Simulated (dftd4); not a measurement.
C₄H₁₃GeO₄ (SMILES C[O][Ge]([O]C)([O]C)[OH+]C), charge +1, singlet, at a GFN2-xTB geometry; D4 for bp86 in dftd4.

The dftd4 input:
```
$ dftd4 mol.xyz --func bp86 --charge 1 --json dftd4.json --noedisp --property

# file mol.xyz
22

C     -0.75620268    -2.50483617    -1.20143842
O     -0.95334582    -1.08997745    -1.03444592
Ge    -0.32909205     0.00118549     0.09541012
O     -0.95500586     1.57969193     0.07785395
C     -1.86900847     2.20468459    -0.84331554
O      0.28405423    -0.64292465     1.54255969
C      0.65325676    -0.00260192     2.77596223
O      1.61520807     0.52232176    -0.88719819
C      2.88630068    -0.11788913    -0.70072773
H     -0.71766171    -3.02522900    -0.24582214
H     -1.61859105    -2.84714657    -1.77322782
H      0.15773761    -2.68950665    -1.76401873
H     -2.13086936     3.15352902    -0.37542129
H     -2.76525717     1.60348615    -0.98544268
H     -1.39107970     2.38253616    -1.80520031
H      1.62201652     0.48523853     2.67803386
H     -0.09450780     0.72212117     3.09352047
H      0.71661317    -0.81006239     3.50527449
H      1.74994974     1.42969825    -1.19206434
H      3.51951176     0.46469577    -0.03119127
H      2.69633838    -1.09508651    -0.26144085
H      3.37338232    -0.24124648    -1.66916233
```

Output, abridged:

```
                    ____  _____ _____     ____  _  _
      -------------|  _ \|  ___|_   _|---|  _ \| || |------------
     |             | | | | |_    | | ___ | | | | || |_           |
     |             | |_| |  _|   | ||___|| |_| |__   _|          |
     |             |____/|_|     |_|     |____/   |_|            |
     |             ===================================           |
     |            E. Caldeweyher, S. Ehlert & S. Grimme          |
     |          Mulliken Center for Theoretical Chemistry        |
     |                    University of Bonn                     |
      -----------------------------------------------------------

Rational (Becke-Johnson) damping: bp86-D4-ATM
---------------------
  s6         1.0000
  s8         3.3550
  s9         1.0000
  a1         0.4365
  a2         4.9241
 alp        16.0000
--------------------

Atomic data, radii in Ångström:
------------------------------------------------------
   Z          R(cov)      r4/r2   hardness         EN
------------------------------------------------------
   6 C        1.0000     1.6431     0.4220     2.5500
   8 O        0.8400     1.3725     0.5869     3.4400
  32 Ge       1.4533     2.9321     0.3393     2.0100
   1 H        0.4267     1.0622     0.4726     2.2000
------------------------------------------------------

Atomic reference systems (in atomic units):
----------------------------------------------------------------------------
   Z        #      CN     q+Z       C6(AA)   #      CN     q+Z       C6(AA)
----------------------------------------------------------------------------
   6 C      1  0.0000  6.0000      49.3833   2  0.9189  5.8288      52.1688
            3  1.9079  5.8579      35.6972   4  2.8312  5.7775      35.8445
            5  3.7487  5.7435      28.6317   6  2.9183  5.8956      32.2504
            7  0.8556  6.2103      25.6194
   8 O      1  0.0000  8.0000      15.5711   2  0.8042  7.6453      20.8489
            3  1.6112  7.4012      24.8631   4  0.9798  8.0000      14.9880
  32 Ge     1  0.0000 32.0000     367.7871   2  0.8994 32.0094     318.5431
            3  1.8553 31.9941     290.3410   4  2.7845 31.9684     236.2571
            5  3.7182 31.9355     189.5578
   1 H      1  0.0000  1.0000       7.6362   2  0.8942  1.0000       3.0374
----------------------------------------------------------------------------

Atomic properties (in atomic units):
----------------------------------------------------------------------------
     #    Z              CN          q      C6(AA)        C8(AA)   alpha(0)
----------------------------------------------------------------------------
     1    6 C        3.6583    -0.0529     24.3570      704.4477     7.1613
     2    8 O        1.6300    -0.3719     20.1706      407.0528     6.0743
     3   32 Ge       2.9330     0.7332    213.4332    19657.7623    28.2236
     4    8 O        1.6294    -0.3757     20.2418      408.4906     6.0850
     5    6 C        3.6604    -0.0514     24.3191      703.3500     7.1544
     6    8 O        1.6297    -0.3814     20.3479      410.6311     6.1010
     7    6 C        3.6580    -0.0547     24.3957      705.5651     7.1672
     8    8 O        2.1210    -0.4284     21.1747      427.3165     6.2284
     9    6 C        3.6210    -0.0789     25.0594      724.7609     7.2925
    10    1 H        0.9247     0.1457      1.4208       17.1746     1.8640
    11    1 H        0.9245     0.1604      1.3233       15.9969     1.7990
    12    1 H        0.9246     0.1454      1.4232       17.2047     1.8656
    13    1 H        0.9245     0.1601      1.3253       16.0203     1.8003
    14    1 H        0.9247     0.1493      1.3962       16.8780     1.8478
    15    1 H        0.9247     0.1466      1.4150       17.1048     1.8602
    16    1 H        0.9246     0.1413      1.4518       17.5502     1.8843
    17    1 H        0.9247     0.1482      1.4042       16.9743     1.8531
    18    1 H        0.9245     0.1583      1.3369       16.1609     1.8082
    19    1 H        0.8047     0.2692      0.8215        9.9307     1.4237
    20    1 H        0.9245     0.1416      1.4500       17.5281     1.8831
    21    1 H        0.9247     0.1463      1.4170       17.1291     1.8615
    22    1 H        0.9244     0.1495      1.3948       16.8606     1.8469
----------------------------------------------------------------------------

Molecular properties (in atomic units):
----------------------------------------
 molecular C6                4497.2206
 molecular C8              141905.8611
----------------------------------------

Dispersion energy:      -2.3408877144830E-02 Eh

[Info] JSON dump of results written to 'dftd4.json'
```
